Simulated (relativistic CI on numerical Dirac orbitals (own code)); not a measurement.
# Radial parameters of Tc³⁷⁺

Computed by Dirac-Coulomb-Breit CI, separate exchange-only KLI orbitals for each configuration, model QED, unscaled Slater integrals (own radial code, finite nucleus).

Slater integrals F^k, G^k are unscaled and averaged over j, outside the closed core 1s2; ζ comes from projecting the Hamiltonian with its Breit term on Σ l·s of the shell.

- 2s²2p²: F^2(2p,2p) = 781800, ζ(2p) = 703640 cm⁻¹; <r>(2p) = 0.1219, <r^2>(2p) = 0.01798 (bohr units).
- 2s2p³: F^2(2p,2p) = 780580, G^1(2s,2p) = 826510, ζ(2p) = 699780 cm⁻¹; <r>(2s) = 0.1417, <r^2>(2s) = 0.02358, <r>(2p) = 0.1221, <r^2>(2p) = 0.01803 (bohr units).
- 2p⁴: F^2(2p,2p) = 778690, ζ(2p) = 696010 cm⁻¹; <r>(2p) = 0.1224, <r^2>(2p) = 0.01812 (bohr units).

Averages of the first 10 configurations, taken without configuration mixing, which lowers the lowest level and can move excited configurations by several eV; other configurations of the list can lie among them:

```
Configuration  Parity  States  Average energy above the lowest level (eV)
       2s²2p²    even      15                                       172.9
        2s2p³     odd      40                                       404.4
          2p⁴    even      15                                       669.5
        2p³3s     odd      40                                      3560.6
        2p³3p    even     120                                      3628.5
        2p³3d     odd     200                                      3691.5
      2s²2p3s     odd      12                                      3108.9
      2s²2p3p    even      36                                      3182.0
      2s²2p3d     odd      60                                      3245.3
      2s2p²3s    even      60                                      3317.8
```
